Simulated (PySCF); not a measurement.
Ge(H)(F)3, SMILES [F][GeH]([F])[F] (HF3Ge) (PBE0/def2-SVP optimised geometry):

```
5

Ge    -0.434    -0.793     0.000
F     -1.086    -1.586    -1.370
F     -1.086    -1.586     1.371
F     -1.083     0.793     0.000
H      1.083    -0.793     0.000
```

Method: PySCF with PBE0/def2-TZVP.

What are the frontier orbital energies and the dipole moment?

HOMO-2 -12.14 eV, HOMO-1 -11.94 eV, HOMO -11.36 eV, LUMO -0.54 eV, LUMO+1 0.43 eV; dipole moment 2.46 D.

Meta-Löwdin charges at PBE0/def2-TZVP: Ge1 1.51, F2 -0.49, F3 -0.49, F4 -0.49, H5 -0.05.
